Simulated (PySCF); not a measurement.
Species: 4-pyridine carbaldehyde, C₆H₅NO.
SMILES: `O=CC1=CC=NC=C1`

Torsions of this conformer, `[O:1]=[CH:2][c:3]1[cH:4][cH:5][n:6][cH:7][cH:8]1`: O1–C2–C3–C4 -179°.

The closed-shell ground state was solved at several levels (PySCF, density fitting, gas phase, non-relativistic). Geometry: PBE0-D3(BJ)/def2-SVP, one conformer, isolated molecule.

```
           level  basis functions  total energy (Eh)  HOMO (eV)  LUMO (eV)  gap (eV)  dipole (D)
     HF/pcSseg-1              161          -359.3587      -9.95       1.29     11.24        2.12
      PBE0/6-31G               82          -361.0771      -7.40      -2.24      5.16        1.78
 B3LYP/def2-TZVP              278          -361.7458      -7.53      -2.63      4.90        1.74
wB97X-D/pcSseg-1              161          -361.4351      -9.74      -0.71      9.03        1.81
     B3LYP/pcJ-0              119          -360.9588      -7.24      -2.57      4.67        1.78
```

Q: What might PBE0/cc-pVDZ (137 basis functions) give for the same quantities?

A: Total energy -361.2172 Eh, HOMO -7.57 eV, LUMO -2.20 eV, gap 5.37 eV, dipole 1.59 D.

Q: Over all these levels, which gives the widest orbital gap and which the narrowest?

A: HF/pcSseg-1 (Hartree–Fock, all exact exchange) has the widest, 11.24 eV, and B3LYP/pcJ-0 (global hybrid, 20 % exact exchange) the narrowest, 4.67 eV. Functional and basis both differ between the two, so the spread mixes both effects. The HOMO need not be the same orbital at Hartree–Fock and at DFT levels.

Q: How far do the dipole and the HOMO energy spread over the levels?

A: The dipole runs from 1.59 to 2.12 D (mean 1.80 D) and the HOMO from -9.95 to -7.24 eV.

The pairwise dispersion term of wB97X-D wasn't added to the energies; at a given geometry it leaves orbitals and properties as they are.
